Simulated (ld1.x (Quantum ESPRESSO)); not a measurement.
# What one change does to a pseudopotential (In (Z = 49), TM)

- Element: indium (In)
- Generator: ld1.x (Quantum ESPRESSO) 7.5
- Type: norm-conserving Troullier–Martins (Kleinman–Bylander form)
- Functional: PBE
- Relativity: non-relativistic
- Frozen core: [Kr] 4d10
- Valence charge: 3
- Reference configuration: 5s1.5 5p1.5
- Partial waves: 5s (bound): rc 2.20 bohr; 5p (bound): rc 2.55 bohr
- Local potential: all-electron potential smoothed inside 2.10 bohr (lloc = -1)
- Core correction: Bessel-smoothed model core inside 1.55 bohr

Change: wave 5p (bound): rc 2.55 bohr becomes 5p (bound): rc 1.92 bohr.

Cutoffs: the cutoffs (Ry, on a coarse ladder) from which the occupation-weighted sum of valence levels, in a spherical-Bessel basis at the reference potential, stays within 10 and 1 mRy of its value at 400 Ry; they do not see the model core or the augmentation charge, which bear on the density cutoff. Errors are all-electron minus pseudo energies relative to the spin-unpolarised reference configuration.

Question: Predict the effect on cutoff, ghosts and configuration errors.

Answer: The potential gets harder (10 Ry and 25 Ry → 21 Ry and 35 Ry); of the 7 tests that both files solve, the error grows in 0 and shrinks in 3 by more than 15 % and 0.3 meV (median size 4.3 → 3.0 meV); neither file shows a bound ghost. A smaller radius makes the pseudo-wave follow the all-electron one further in, where it bends more sharply, so more plane waves are needed. Less of the atom is replaced, so other configurations are described better.

| quantity | base | changed |
| --- | --- | --- |
| cutoff, loose | 10 Ry | 21 Ry |
| cutoff, tight | 25 Ry | 35 Ry |
| loose cutoff by channel (10 mRy a level) | s 8 Ry, p 6 Ry | s 8 Ry, p 18 Ry |
| bound ghosts | none | none |
| error for 5s2 5p1, meV [ΔE -2.55 eV] | -2.8 | -2.4 |
| error for 5s2 5p0, meV [ΔE 2.88 eV] | -4.3 | -3.0 |
| error for 5s1 5p0, meV [ΔE 21.25 eV] | -89 | -91 |
| error for 5s2 5p0.5, meV [ΔE -0.57 eV] | -1.9 | -1.2 |
| error for 5s2 5p1.3, meV [ΔE -3.11 eV] | -3.1 | -2.7 |
| error for 5s0 5p3, meV [ΔE 7.98 eV] | -31 | -23 |
| error for 5s1 5p1, meV [ΔE 8.71 eV] | -16 | -15 |
